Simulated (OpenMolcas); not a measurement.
Ir⁺.

| Quantity | Value |
| --- | --- |
| Program | OpenMolcas |
| Method | CASSCF |
| Basis | ANO-RCC-VTZP [8s7p5d3f1g] |
| Scalar Hamiltonian | DKH2, point nucleus |
| Active space | 8 electrons in 6 orbitals (5d 6s) |
| State averaging | 2S+1 = 5 even, 15 roots; 2S+1 = 3 even, 75 roots kept (CI in the orbitals of an earlier block); 2S+1 = 1 even, 49 roots kept (CI in the orbitals of an earlier block) |
| Spin-orbit coupling | state interaction with AMFI integrals over the reference wave functions, term energies averaged over their components |

Levels without dynamic correlation, in cm⁻¹ above 5d⁷ 6s ⁵F₅:

```json
{"Level": "5d⁷ 6s ³G₅ [68 %]", "E": "20610"}
{"Level": "5d⁷ 6s ⁵P₃", "E": "17273"}
{"Level": "5d⁷ 6s ³P₀(1)", "E": "21291"}
{"Level": "5d⁷ 6s ³H₆", "E": "26469"}
```

On this reference, MS-CASPT2, IPEA 0.25 Eh, imaginary shift 0.1 Eh (closed shells correlated: 5s 5p) puts 5d⁷ 6s ³G₅ [68 %] at 18400 cm⁻¹.

Question: Estimate the other levels at that method by one scale factor, and say how well it serves.

Answer: The factor is 18400 / 20610 = 0.893. Scaled values beside those that MS-CASPT2 gives and measured ones (NIST Handbook of Basic Atomic Spectroscopic Data):
| Level | Scaled | MS-CASPT2 | Miss (%) | Measured |
| --- | --- | --- | --- | --- |
| 5d⁷ 6s ⁵P₃ | 15425 | 14290 | +7.9 | 12715 |
| 5d⁷ 6s ³P₀(1) | 19013 | 15480 | +22.8 |  |
| 5d⁷ 6s ³H₆ | 23637 | 23640 | 0 |  |
For these levels the scaled values miss MS-CASPT2 by up to 22.8 %, as correlation changes each term by its own factor, spin-orbit parts do not scale and CASPT2 has its own spread within terms. This holds within one configuration; levels of others move differently, and the target method has errors of its own against measurement.

Term energies are means over components that CASPT2 splits; among the terms shown or strongly mixed into the levels shown the widest spread is 880 cm-1 (5d⁷ 6s ⁵F, MS-CASPT2). Terms from blocks run as CI alone lack orbitals of their own. Configurations are named by rounded mean occupations; where the s occupation lies near a half they are strongly mixed, a name can repeat and a true partner stay unpaired. Without dynamic correlation excited terms often stand tens of per cent too high (terms of higher spin than the ground term too low), and those without a measured partner can miss by more than the paired ones (holds for CASSCF). Blocks of more than 70 roots (2S+1 = 3 even) ran without multistate coupling (holds for MS-CASPT2). Measured partners are found by configuration, term and J. A level has none where our copy of the source lacks it or the pairing is in doubt (some pairs that miss far off the trend of their configuration count as doubtful), and it then counts in no deviation. Only configurations of the active space appear.

A share in square brackets marks a mixed level and gives the weight of the term that names it, the lowest over the columns. A number in round brackets counts repeated terms of one configuration in the order of the reference energies.
